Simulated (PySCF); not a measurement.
Si(Cl)2(H)(SeH) (Cl2H2SeSi), SMILES Cl[SiH](Cl)[SeH].

Geometry optimised at B3LYP-D3(BJ)/def2-SVP. The structure was generated by enumeration, and PubChem lists no compound with its InChIKey, so it may never have been made. Other conformers were not sampled.

Two levels are set side by side: TDA-PBE/def2-SVPD (PySCF) and TDA-B3LYP/def2-SVPD (PySCF). Vertical, same geometry. The lowest singlet is HOMO→LUMO 98 % with PBE and HOMO→LUMO 92 % with the other functional; states are paired by order. Differences are taken from unrounded values.

```json
[
 {"quantity": "lowest singlet excitation (eV)", "TDA-B3LYP": "5.13"},
 {"quantity": "lowest triplet excitation (TDA) (eV)", "TDA-B3LYP": "4.72"},
 {"quantity": "first bright state (f over 0.05) (eV)", "TDA-B3LYP": "7.15"},
 {"quantity": "its oscillator strength", "TDA-B3LYP": "0.08"}
]
```

What does TDA-PBE give, and how far is it from TDA-B3LYP? (Estimate from the structure and the level; the computed values follow.)


```json
[
 {"quantity": "lowest singlet excitation (eV)", "TDA-PBE": "4.95", "TDA-PBE minus TDA-B3LYP": "-0.18"},
 {"quantity": "lowest triplet excitation (TDA) (eV)", "TDA-PBE": "4.54", "TDA-PBE minus TDA-B3LYP": "-0.18"},
 {"quantity": "first bright state (f over 0.05) (eV)", "TDA-PBE": "6.67", "TDA-PBE minus TDA-B3LYP": "-0.47"},
 {"quantity": "its oscillator strength", "TDA-PBE": "0.07", "TDA-PBE minus TDA-B3LYP": "-0.02"}
]
```

Functionals without exact exchange tend to place singlet excitations lower, as here. Differences between two approximate levels are no errors against the true value.

Rough cost on one machine, each run with all the roots and properties that it gave: TDA-B3LYP against TDA-PBE about 2 times.
